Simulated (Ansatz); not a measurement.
Basis-set extrapolation for F2H5NOSi2, SMILES `O[SiH](F)N[SiH2]F` (PBE0-D4/def2-TZVP geometry, frozen core, Ansatz). Multiplicity 1, RHF reference.

```tsv
	def2-TZVPP	def2-QZVPP
HF	-909.413566	-909.449229
MP2 correlation	-1.184596	-1.288047
CCSD(T) correlation	-1.253232	not run
```

Energies in hartree. Use E(X) = E(∞) + A·exp(−7.88·√X) for Hartree–Fock and E(X) = E(∞) + B·X^(−2.97) for correlation, with X = 3 and 4, and add CCSD(T) minus MP2 of the smaller set to the MP2 limit.

Question: What is the CCSD(T) energy at the basis-set limit?

Answer: HF limit: -909.449229 + (-0.035663) × 0.13774 = -909.45414. MP2 limit: -1.288047 + (-0.103451) × 0.74074 = -1.36468. Higher-order term: -1.253232 − (-1.184596) = -0.06864. Total: -910.88746 hartree, 6.00 eV below CCSD(T)/def2-TZVPP.
